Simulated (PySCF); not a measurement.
SMILES COCCO[SiH3] (C₃H₁₀O₂Si) (GFN2-xTB optimised geometry):

```
16

C      1.648     1.424    -0.752
O      1.018     0.931     0.406
C      1.472    -0.325     0.839
C      0.898    -1.469     0.000
O     -0.487    -1.469     0.000
Si    -1.518    -0.210     0.000
H      1.253     2.426    -0.908
H      2.734     1.476    -0.612
H      1.432     0.814    -1.635
H      2.570    -0.374     0.832
H      1.108    -0.425     1.864
H      1.261    -1.392    -1.034
H      1.240    -2.426     0.412
H     -1.515     0.561     1.240
H     -2.734    -1.006    -0.134
H     -1.329     0.674    -1.152
```

Computed with PySCF 2.14.0 with PBE0/def2-TZVP.

Problem. What are the frontier orbital energies and the dipole moment?

Solution. HOMO-2 -8.79 eV, HOMO-1 -8.12 eV, HOMO -7.50 eV, LUMO 0.66 eV, LUMO+1 1.34 eV; dipole moment 2.58 D.

On the same geometry PBE/def2-TZVP in PySCF gives HOMO-2 -7.26 eV, HOMO-1 -6.63 eV, HOMO -6.02 eV, LUMO -0.21 eV, LUMO+1 0.51 eV; dipole moment 2.51 D.

Meta-Löwdin charges at PBE0/def2-TZVP: C1 -0.13, O2 -0.38, C3 -0.02, C4 0.00, O5 -0.61, Si6 0.75, H7 0.13, H8 0.10, H9 0.10, H10 0.10, H11 0.12, H12 0.10, H13 0.12, H14 -0.12, H15 -0.12, H16 -0.13.
